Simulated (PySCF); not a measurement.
Sr(F)2 anion (F2Sr), SMILES [F][Sr][F] (connectivity only; charge and spin as stated), charge -1, multiplicity 2. Coordinates come from a B3LYP-D3(BJ)/def2-TZVPD optimisation. The spin state was assumed, not searched. The isomer is the one that the SMILES or the coordinates give; other isomers of the formula were not compared. The def2 effective core potentials stand for the cores of Sr; spin–orbit coupling is left out.

The numbers are results of B3LYP-D3(BJ)/def2-TZVPD in PySCF, not measurements.

Harmonic wavenumbers (cm⁻¹): 103, 398, 405. Rotational constants (GHz): 14.90, 3.707, 2.968; symmetry number 2.

**Question.** Work out the zero-point energy and the ideal-gas rigid-rotor harmonic-oscillator thermochemistry at 298.15 K and 1 atm.

**Answer.** ZPE = ½ Σ hcν = ½ × 907 cm⁻¹ = 1.30 kcal/mol. H − E(el) = 4.51 kcal/mol. Entropy in cal/(mol K): translation 40.40, rotation 23.71, vibration 5.30, spin 1.38, total 70.79. G − E(el) = -16.60 kcal/mol. Cp = 12.83 cal/(mol K). Modes under 150 cm⁻¹ make the vibrational entropy uncertain.
